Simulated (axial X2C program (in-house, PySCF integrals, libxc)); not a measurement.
**Spin–orbit effects down a group: molecules with Ba (ions), PBE0**

All values come from calculations with an in-house all-electron X2C program for linear molecules (integrals from PySCF), spin-free (one-electron X2C) or two-component (2c: spin–orbit coupling with atomic mean-field Coulomb and Gaunt terms, which also bring small scalar terms), in Dyall basis sets with cores contracted in-house; open shells are unrestricted.

Basis sets: Ba dyall-cv3z, H dyall-v3z, Li dyall-cv3z, Na dyall-cv3z.

```
molecule  spin-free state  Re (Å)  ωe (cm⁻¹)  De (eV)  2c state  Re 2c (Å)  ωe 2c (cm⁻¹)  De 2c (eV)
    BaH⁺   M_S = 0, Λ = 0   2.121     1372.0     2.54     Ω = 0      2.120        1373.0        2.55
   LiBa⁺   M_S = 0, Λ = 0   3.539      234.3     1.33     Ω = 0      3.538         234.4        1.33
   NaBa⁺   M_S = 0, Λ = 0   3.802      120.6     1.28     Ω = 0      3.801         120.6        1.28
```

Task: Work out the shifts from the spin-free to the two-component result.

Result: 

```tsv
molecule	2c state	ΔRe (Å)	Δωe (cm⁻¹)	ΔDe (eV)
BaH⁺	Ω = 0	-0.001	1.0	0.01
LiBa⁺	Ω = 0	-0.001	0.1	0.00
NaBa⁺	Ω = 0	-0.001	0.0	0.00
```

Shifts of one unit in the last digit are rounding.

Fragments in 2c: Ba+ + H, Ba+ + Li, Ba+ + Na. Each entry is the lowest single determinant of a limited PBE0 search at one distance. De goes to single-determinant-based atoms at the same level (for ions the charge split of lowest energy) and is withheld (n/a) where an atom does not fit its ground term or J level. Main or longest-lived isotopes.
